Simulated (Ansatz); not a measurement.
Ansatz (an electronic-structure program) input (RI-MP2/aug-cc-pV(Q+d)Z):
A basis named .json is the Basis Set Exchange file of that set.

Ansatz 0.2 input:
```yaml
crystal:
  periodic: [false, false, false]
  atoms:
    - {symbol: Si, position_ang: [-0.50913027, -0.96566052, -0.92254312]}
    - {symbol: N, position_ang: [-0.12914695, 0.36811009, 0.33487157]}
    - {symbol: C, position_ang: [0.60145331, 1.48057050, -0.20970711]}
    - {symbol: H, position_ang: [0.07245705, 1.88703474, -1.07635629]}
    - {symbol: H, position_ang: [0.70408556, 2.28942392, 0.53302838]}
    - {symbol: H, position_ang: [1.63140683, 1.22474884, -0.54793683]}
    - {symbol: C, position_ang: [0.51137382, -0.12744558, 1.52317648]}
    - {symbol: H, position_ang: [0.61327149, 0.66829469, 2.28004340]}
    - {symbol: H, position_ang: [-0.08547122, -0.93215537, 1.96175280]}
    - {symbol: H, position_ang: [1.53271567, -0.53699477, 1.35061172]}
    - {symbol: H, position_ang: [-1.51358607, -0.11711471, -1.73631207]}
    - {symbol: H, position_ang: [-1.59998956, -1.65951023, -0.07414468]}
basis:
  gaussian:
    orbitals: aug-cc-pV_Q+d_Z.json
    fitting: {mean_field: def2-universal-jkfit, correlation: aug-cc-pVQZ-RIFIT.json}
total_charge: -1
magnetization: {spin_polarized: false}
correlation: {method: mp2, electrons: outside_noble_gas}
```

Output:

```
Functional definition: HF
integrals: 1.84 GiB planned
499 factors; integrals over basis functions are off by at most 6.3e0 eV
mean field: 3.86 GiB planned
mean field evaluation 1: about -11530.0640 eV, gradient 2.4e1 eV
mean field evaluation 2: about -11532.1055 eV, gradient 6.7e0 eV
mean field evaluation 4: about -11532.3323 eV, gradient 7.0e-1 eV
mean field evaluation 8: about -11532.3358 eV, gradient 1.4e-6 eV
mean field -11532.33582388 eV, -423.8055246296 hartree, gradient 1.4e-6 eV, S^2 0.000000; 0 other end points of the search recorded, 0 dependent functions left out
8 core orbitals not correlated
1338 factors; their error is unknown
reference -11532.33582388 eV, -423.8055246296 hartree; 13, 13 occupied and 676, 676 virtual orbitals, 1338 factors
second order -20.89629371 eV of doubles, -0.00000000 eV of singles
Total energy: -11553.23211759 eV, -424.5734492594 hartree
```

It need not be the lowest isomer of its formula. Whether it binds its extra electron was not tested at this geometry.
